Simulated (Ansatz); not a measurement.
Isolated molecules relaxed with PBE0-D4/def2-TZVP in Ansatz; ΔE leaves out vibrations. CCSD(T)/CBS is the MP2 limit (def2-TZVPP, def2-QZVPP) plus CCSD(T) − MP2 in def2-TZVPP, frozen cores. DFT in def2-TZVPP. Elements past krypton have def2 core potentials. For Au, Br, Sn outer-core shells are correlated without core-valence functions, which leaves a few kJ/mol of doubt a bond. Scalar relativity is left out up to krypton. Each species was taken in one conformer, which may not be the lowest.

Reaction (redistribution): `[OH][SnH]([Cl])[Br]` + `[F][Au]` → `[F][SnH]([Cl])[Br]` + `[OH][Au]`

(1) Is it downhill or uphill in electronic energy at CCSD(T)/CBS, and by how much? (An estimate is asked.)

(2) What do these levels give: PBE0-D4, r2SCAN0-D4, CAM-B3LYP-D4, ωB97M-V, r2SCANh, r2SCAN0, CAM-B3LYP, RPA@PBE/def2-TZVPP, MP2/def2-SVP, HF/def2-QZVPP, MP2/def2-QZVPP, SCS-MP2/def2-QZVPP? (Estimate.)

Largest T1 diagnostic among the species: 0.030, so the coupled-cluster value is less sure than usual.

Answers

(1) Ansatz gave: Downhill: ΔE = -8.6 kcal/mol.

(2) Ansatz gave: PBE0-D4 -7.4, r2SCAN0-D4 -7.5, CAM-B3LYP-D4 -6.3, ωB97M-V -5.4, r2SCANh -8.5, r2SCAN0 -7.6, CAM-B3LYP -6.5, RPA@PBE/def2-TZVPP -7.5, MP2/def2-SVP -11.8, HF/def2-QZVPP -1.4, MP2/def2-QZVPP -11.1, SCS-MP2/def2-QZVPP -9.8 kcal/mol.

From r2SCAN to r2SCAN0 (25 % exact exchange), in def2-TZVPP and without D4, ΔE moves by +1.4 kcal/mol. In def2-TZVPP, CCSD(T) changes the Hartree–Fock value by −6.9 kcal/mol (the triples alone add −1.0 kcal/mol) and MP2 by −9.7 kcal/mol. Leaving LDA and LC-ωPBE aside and taking each functional with its dispersion term where it has one, the values, not all of them listed here, spread over 3.8 kcal/mol, from PBE-D4 to BHLYP-D4. LDA lies −1.3 kcal/mol from PBE without D4.
